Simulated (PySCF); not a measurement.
Si(H)2(F)(Me) (CH5FSi), SMILES C[SiH2]F.

Coordinates come from a B3LYP-D3(BJ)/def2-TZVP optimisation.

Method: PySCF with TDA-PBE0/def2-SVPD.

Vertical excitations. Isolated molecule, no solvent. State labels are in the subgroup Cs.

Give excitation energies, oscillator strengths and character. (The exact figures need the calculation; the answer reports its results.)


```tsv
state	symmetry	energy (eV)	λ (nm)	f	main pairs
S1	A'	8.20	151	0.010	HOMO→LUMO 97 %
S2	A"	8.24	150	0.013	HOMO−1→LUMO 96 %
S3	A'	8.69	143	0.088	HOMO→LUMO+1 98 %
S4	A"	8.73	142	0.032	HOMO−1→LUMO+1 94 %
S5	A"	9.46	131	0.057	HOMO−1→LUMO+2 93 %
S6	A'	9.56	130	0.204	HOMO→LUMO+2 95 %
S7	A'	10.01	124	0.020	HOMO→LUMO+3 97 %
S8	A"	10.08	123	0.020	HOMO→LUMO+4 50 %, HOMO−1→LUMO+3 40 %
S9	A"	10.52	118	0.199	HOMO−1→LUMO+3 49 %, HOMO→LUMO+4 32 %
S10	A'	10.54	118	0.071	HOMO−1→LUMO+4 59 %, HOMO−2→LUMO 22 %, HOMO−2→LUMO+1 10 %
T1	A"	7.61	163	0	HOMO−1→LUMO 94 %
T2	A'	7.75	160	0	HOMO→LUMO 93 %
T3	A'	8.24	151	0	HOMO→LUMO+1 90 %
T4	A"	8.27	150	0	HOMO−1→LUMO+1 77 %, HOMO−1→LUMO+3 18 %
```
Triplets are in the Tamm–Dancoff approximation.
